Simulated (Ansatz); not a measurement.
Ga(H)(F)(Et) (C₂H₆FGa), SMILES [F][GaH][CH2]C.

Coordinates come from a PBE-D3(BJ)/def2-SVP optimisation. The structure was generated by enumeration; whether it is a known compound was not checked. The values are those of a single conformer.

Two levels are set side by side: PBE/def2-SVPD (Ansatz, a program for electronic structure) and PBE0/def2-SVPD (Ansatz). Energy differences of separate SCF runs at the same geometry; the states with an electron removed or added have multiplicity 2 and 2. Differences are taken from unrounded values.

```
quantity                            PBE0
---------------------------------  -----
vertical ionisation energy (eV)    10.15
vertical singlet–triplet gap (eV)   5.00
```

### Question
What does PBE give, and how far is it from PBE0? (Estimate from the structure and the level; the computed values follow.)

### Answer

```json
[
 {"quantity": "vertical ionisation energy (eV)", "PBE": "9.81", "PBE minus PBE0": "-0.34"},
 {"quantity": "vertical singlet–triplet gap (eV)", "PBE": "4.67", "PBE minus PBE0": "-0.33"}
]
```
